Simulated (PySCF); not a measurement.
Radial density of K⁺ (potassium, charge +1)

UHF, [Ar], closed-shell 1S. All numbers are calculated (PySCF 2.14, scalar relativity by spin-free X2C-1e, in aug-cc-pVDZ-X2C (6s5p3d, 36 functions)).

```
r (bohr)  4πr²ρ (e/bohr)
 0.00105         0.07768
 0.00177          0.2033
 0.00298          0.5273
 0.00501           1.331
 0.00843           3.199
  0.0142           7.071
  0.0238           13.58
  0.0401           20.57
  0.0675           21.55
   0.113           16.23
   0.191           19.21
   0.321           21.70
   0.540           8.158
   0.908           6.080
    1.53           4.942
    2.57          0.7182
    4.32        0.009440
    7.27       4.112e-05
```

Densities and radii are taken from the X2C orbitals without a picture-change correction, which distorts them close to the nucleus.
